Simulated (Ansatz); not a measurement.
YF₂, SMILES [F][Y][F] (connectivity only; charge and spin as stated), neutral, multiplicity 2.

Coordinates come from a PBE0-D3(BJ)/def2-TZVP optimisation. The spin state was assumed, not searched. The isomer is the one that the SMILES or the coordinates give; other isomers of the formula were not compared. The def2 effective core potentials stand for the cores of Y; spin–orbit coupling is left out.

Two levels are set side by side: PBE/def2-TZVPD (Ansatz, an electronic-structure program) and PBE0/def2-TZVPD (Ansatz). Energy differences of separate SCF runs at the same geometry; the states with an electron removed or added have multiplicity 1 and 1. Differences are taken from unrounded values.

| quantity | PBE0 | PBE | PBE minus PBE0 |
|---|---|---|---|
| vertical ionisation energy (eV) | 6.60 | 6.57 | -0.03 |
| vertical electron affinity (eV) | 1.03 | 1.07 | 0.03 |
